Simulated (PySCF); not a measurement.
**How methods differ on the ionisation energy of Te(36+)**

Te(36+) [Ne] 3s2 3p4 (3P) → Te(37+) [Ne] 3s2 3p3 (4S), as a difference of total energies. All numbers are calculated (PySCF 2.14, no relativity, point nucleus, in an even-tempered Gaussian basis (16 s from 5.6 bohr⁻², ratio 2.5; 10 p from 7.3 bohr⁻², ratio 2.5; 5 d from 33 bohr⁻², ratio 2.7; 4 f from 50 bohr⁻², ratio 2.7)). Correlated levels: outer shells: 1s2 frozen; virtual orbitals above 40 to 60 times the deepest correlated orbital energy dropped. The calculations carry no spin-orbit coupling.

| method | ionisation energy (eV) |
| --- | --- |
| UHF | 2445.2 |
| MP2 (outer shells) | 2446.1 |
| SCS-MP2 (outer shells) | 2446.1 |
| CCSD (outer shells) | 2446.1 |
| CCSD(T) (outer shells) | 2446.1 |

Spin-orbit coupling is strong in these open shells (close to jj coupling). The scalar numbers leave it out and a first-order estimate fails, so it can dominate the gap to the real levels.

The gap to the reference is mostly relativistic.

For comparison: 2472 ± 5 eV (theoretical estimate listed by NIST; NIST Atomic Spectra Database, ionization energies).
